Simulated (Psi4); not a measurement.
C$_{2}$H$_{3}$O (SMILES [CH]1CO1), doublet, at a GFN2-xTB geometry. Base run: Psi4 with R2SCAN/3-21G.

Geometry (Å):
```xyz
6

C      0.0109     0.7623    -0.3545
O      0.0360     0.0630     0.8037
C      0.0468    -0.6829    -0.4131
H     -0.7675     1.4639    -0.5904
H     -0.8498    -1.2672    -0.5944
H      0.9830    -1.1774    -0.6393
```
Charge 0, spin multiplicity 2.
Orbitals are unrestricted.
All else is at Psi4's defaults (density fitting, Cartesian functions).
Base energy -152.15892 Eh.

The base run was repeated with changes; each row names its change, and settings that it needs were set with it.

```csv
change,ΔE vs base (mEh),SCF cycles,grid points,basis functions
base,0.000,9,128654,33
basis_guess = true,0.000,1,128654,33
dft_nuclear_scheme = stratmann,-0.005,9,119366,33
puream = true,-0.054,9,128654,33
dft_radial_scheme = multiexp,-0.003,9,135245,33
guess = gwh,0.000,11,128654,33
df_basis_scf = cc-pvqz-jkfit,0.095,9,128654,33
level_shift = 1.0,0.000,9,128654,33
guess = sap,0.000,10,128654,33
dft_spherical_points = 974,-0.006,9,414404,33
dft_radial_points = 150,-0.002,9,255337,33
dft_radial_points = 50,-0.018,9,87133,33
scf_type = disk_df,0.000,9,128654,33
```

Open shells are given as the SCF converged; they aren't shown to be the lowest states, and a large step between rows can be another state.
